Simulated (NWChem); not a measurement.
Molecule: BNH2Br2; SMILES BrB(N)Br

```xyz
6

B      0.0000     0.0000    -0.6346
Br     1.6663     0.0000     0.3281
Br    -1.6663     0.0000     0.3281
N      0.0000     0.0000    -2.0197
H     -0.8549     0.0000    -2.5614
H      0.8549     0.0000    -2.5614
```
Atoms are numbered in this order, from 1.

Results from NWChem. Pople sets run with spherical d functions. The geometry was optimised at PBE0/def2-SVP. GIAO values for the isolated, static molecule; σ is the absolute isotropic shielding, δ = σ(reference) − σ with the isolated reference molecule computed at the same levels (11B: boron trifluoride, 1H: tetramethylsilane, 15N: ammonia). Spin-orbit effects, on the heavy nuclei and on their neighbours, are missing.

For level PBE0/pcSseg-1:

δ B1 (ppm): 29.3
σ Br2 (ppm): 2360.8
δ N4 (ppm): 118.7
δ H5 (ppm): 4.15

Question: What are these values for level B3LYP/6-31G*?

Answer: 
| Quantity | Value |
|---|---|
| δ B1 (ppm) | 31.0 |
| σ Br2 (ppm) | 2429.5 |
| δ N4 (ppm) | 96.3 |
| δ H5 (ppm) | 3.65 |
